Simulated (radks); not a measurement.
Isoelectronic series with 26 electrons, each ion in its NIST ground configuration. Calculated with a radial shooting solver on a logarithmic mesh with Libxc functionals: Dirac Kohn-Sham, PBE, spin-unpolarised, spherical densities, point nucleus; open shells are shared between the two j in proportion to 2j + 1. Total energies (hartree) and orbital eigenvalues (eV) (* marks an orbital that is empty in some or all of the ions):

ion	configuration	E (hartree)	4s1/2*	3d5/2	3d3/2	3p3/2
Fe	[Ar] 3d6 4s2	-1272.47554	-5.2916	-7.4445	-7.5965	-59.5204
Co+	[Ar] 3d8	-1392.94112	-11.1586	-12.1719	-12.3485	-68.4038
Ni2+	[Ar] 3d8	-1519.59871	-21.6462	-28.2660	-28.5113	-90.3545
Cu3+	[Ar] 3d8	-1652.38430	-34.5219	-48.7763	-49.1052	-116.9101
Zn4+	[Ar] 3d8	-1791.28181	-49.5441	-73.1686	-73.5979	-147.4330
Ga5+	[Ar] 3d8	-1936.28984	-66.5897	-101.1579	-101.7063	-181.5971
Ge6+	[Ar] 3d8	-2087.41520	-85.5886	-132.5781	-133.2664	-219.2200
As7+	[Ar] 3d8	-2244.66989	-106.4978	-167.3247	-168.1761	-260.1917
Se8+	[Ar] 3d8	-2408.06946	-129.2896	-205.3282	-206.3682	-304.4414
Br9+	[Ar] 3d8	-2577.63217	-153.9457	-246.5396	-247.7961	-351.9218
Kr10+	[Ar] 3d8	-2753.37848	-180.4539	-290.9233	-292.4269	-402.5999
Rb11+	[Ar] 3d8	-2935.33072	-208.8065	-338.4523	-340.2363	-456.4521
Sr12+	[Ar] 3d8	-3123.51291	-238.9988	-389.1059	-391.2063	-513.4615
